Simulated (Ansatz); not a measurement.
Relaxation of BFH₄OS (8 atoms, charge 0, multiplicity 1), to a largest force component of 0.03 eV/Å in at most 50 steps.

Method: Ansatz 0.2.0, RKS PBE-D4/def2-SVP.

```xyz
8
Properties=species:S:1:pos:R:3
B 0.091 0.616 -0.178
H -0.094 -0.580 1.893
O 1.330 0.073 -0.287
H 1.295 -0.821 -0.678
F -1.000 -0.009 -0.648
S -0.148 2.297 0.594
H 1.165 2.424 0.933
H -0.250 0.114 2.017
```

Task: Where does it end, and by what steps?

Result: The forces met the threshold. The force dipped under the threshold on the way, but the program's further checks kept it going. After 19 steps the energy has fallen by 0.203 eV; H2 moved furthest, 1.08 Å.

```
step  energy less start (eV)  largest force component (eV/Å)  accepted
   0                  0.0000                           1.932       yes
   1                 -0.1342                           0.428       yes
   2                 -0.1745                           0.337       yes
   3                 -0.1457                           0.811        no
   4                 -0.1880                           0.072       yes
   5                 -0.1937                           0.029       yes
   6                 -0.1964                           0.068       yes
   7                 -0.1975                           0.091       yes
   8                 -0.1985                           0.201       yes
   9                 -0.1997                           0.139       yes
  10                 -0.2005                           0.081       yes
  11                 -0.2005                           0.124        no
  12                 -0.2015                           0.057       yes
  13                 -0.2018                           0.070       yes
  14                 -0.2020                           0.069       yes
  15                 -0.2023                           0.052       yes
  16                 -0.2025                           0.037       yes
  17                 -0.2026                           0.025       yes
  18                 -0.2025                           0.055        no
  19                 -0.2027                           0.020       yes
```

```xyz
8
Properties=species:S:1:pos:R:3
B 0.138 0.713 -0.502
H -0.221 -0.677 2.964
O 1.360 0.115 -0.514
H 1.369 -0.671 -1.092
F -0.879 0.223 -1.234
S -0.172 2.205 0.498
H 1.095 2.248 0.994
H -0.301 -0.043 2.535
```

Whether the end is a true minimum wasn't checked by a vibrational analysis.

Run time: 22 s on 1 thread of Intel(R) Xeon(R) 6975P-C (Granite Rapids), with other jobs on the host, peak memory 0.16 GiB.
